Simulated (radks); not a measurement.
The numbers below are computed, except where a source is named.
Question: All-electron atom: Sb II in [Kr] 4d10 5s2 5p1 6f1 (not the ground configuration). Level of theory: scalar-relativistic Kohn-Sham, r2SCAN, spin-polarised, spherical densities, finite nucleus; open shells are filled with parallel spins first (spin-orbit coupling, left out, can overturn this in heavy ions); meta-GGA in the generalised Kohn-Sham scheme; Fermi nuclear charge, rms radius 4.6802 fm (a radial shooting solver on a logarithmic mesh with Libxc functionals). Some entries of the table are withheld. Estimate them.

orbital  occ.  eigenvalue (hartree)  r(max) (bohr)
1s up       1             -1116.328        0.01835
1s down     1             -1116.327        0.01835
2s up       1             -170.9859         0.1036
2s down     1             -170.9859         0.1036
2p up       3             -153.4546        0.08307
2p down     3             -153.4537        0.08307
3s up       1             -34.25498         0.2995
3s down     1             -34.25415         0.2995
3p up       3             -28.49985         0.2931
3p down     3             -28.49872         0.2931
3d up       5             -19.73408         0.2447
3d down     5             -19.73295         0.2447
4s up       1              -6.22643         0.7235
4s down     1              -6.22365         0.7237
4p up       3              -4.45695         0.7628
4p down     3              -4.45454         0.7630
4d up       5              -1.87584         0.8459
4d down     5              -1.87088         0.8459
5s up       1              -1.04867          1.862
5s down     1              -1.00206          1.846
5p up       1              -0.69540            (1)
5p down     0              -0.63653            (2)
6f up       1              -0.04835          24.28

Answer: 
(1) 5p up r(max) (bohr): 2.173
(2) 5p down r(max) (bohr): 2.152
